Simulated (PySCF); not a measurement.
**How methods differ on the excitation energy of Cr⁺**

Cr⁺ [Ar] 3d5 (6S) → Cr⁺ [Ar] 3d4 4p1 (high-spin determinant), as a difference of total energies. Computed with PySCF 2.14 in aug-cc-pVDZ-DK, with scalar relativity by spin-free X2C-1e. Correlated levels: valence: [Ar] frozen. The calculations carry no spin-orbit coupling.

```csv
method,excitation energy (eV)
UHF,4.942
LDA,6.074
PBE,5.843
PBE0,5.767
r2SCAN,5.762
wB97M-V,5.824
BHandHLYP,5.558
BP86,5.800
PW91,5.870
MP2 (valence),5.683
SCS-MP2 (valence),5.189
```

Task: How much does correlation contribute at MP2 (valence)?

Result: 5.683 − (4.942) = 0.741 eV, measured against UHF.

A first-order spin-orbit estimate (lowest level to lowest level, LS coupling) adds -0.064 eV.

The determinant of the upper state mixes LS terms, which raises its energy above the lowest term, most at the Hartree-Fock and MP2 levels.
